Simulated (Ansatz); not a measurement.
Total energies of ClF₃H₂O₂W (`[OH][W]([OH])([F])([F])([F])[Cl]`).

```xyz
9

O     1.2671    1.3253   -0.0085
W     0.0308   -0.0328   -0.2395
O    -1.2696   -1.3227    0.0274
F     1.3556   -1.2977    0.0654
F    -1.2842    1.2218   -0.6201
F    -0.2099    0.2231    1.6280
Cl    0.3186   -0.3388   -2.4721
H     1.5167    1.8029    0.7867
H    -1.7251   -1.5812    0.8326
```

Charge 0, multiplicity 1. Correlated methods include outer-core shells of W, which these sets cover unevenly. W: def2 effective core potential. The structure was optimised at the PBE0-D4/def2-TZVP level. It is one conformer, not always the lowest. Basis def2-TZVPP, Ansatz.

RPA on PBE orbitals: Hartree–Fock energy of these orbitals -975.39076 Eh, correlation -2.86121 Eh (frozen core).

| functional | kind | energy without D4 (Eh) | D4 term (kJ/mol) |
| --- | --- | --- | --- |
| PBE0 | global hybrid, 25 % exact exchange | -978.36417 | -21.0 |
| BHLYP | global hybrid, 50 % | -978.62917 | -33.5 |

(1) Give the same for LDA (SPW92), PBE, revPBE, BLYP, r2SCAN, B97M-V, B3LYP, r2SCANh, r2SCAN0, HSE06 (plane-wave form), CAM-B3LYP, LC-ωPBE, ωB97X-V, ωB97M-V, B2PLYP, PBE-QIDH. (An estimate is asked.)

B3LYP takes the VWN-RPA correlation (the form of Gaussian; ORCA's B3LYP/G). HSE06 is the plane-wave form, built on full-range PBE exchange. The double hybrids freeze the cores in their second-order part.

Results:

(1) Computed: 
```tsv
functional	kind	energy without D4 (Eh)	D4 term (kJ/mol)
LDA (SPW92)	LDA	-974.45559	–
PBE	GGA	-978.41423	-24.7
revPBE	GGA	-978.81950	-67.0
BLYP	GGA	-978.93991	-53.3
r2SCAN	meta-GGA	-978.81510	-5.8
B97M-V	meta-GGA with VV10	-978.71672	–
B3LYP	global hybrid, 20 %	-979.01131	-40.1
r2SCANh	meta-GGA hybrid, 10 %	-978.75030	-6.3
r2SCAN0	meta-GGA hybrid, 25 %	-978.65645	-7.0
HSE06 (plane-wave form)	screened hybrid	-978.33761	-19.7
CAM-B3LYP	range-separated hybrid	-978.82672	-21.5
LC-ωPBE	long-range corrected hybrid	-978.61283	–
ωB97X-V	range-separated hybrid GGA with VV10	-978.70948	–
ωB97M-V	range-separated hybrid meta-GGA with VV10	-978.74062	–
B2PLYP	double hybrid	-978.47982	–
PBE-QIDH	double hybrid	-978.12229	–
```

LC-ωPBE has ω = 0.4 bohr⁻¹.
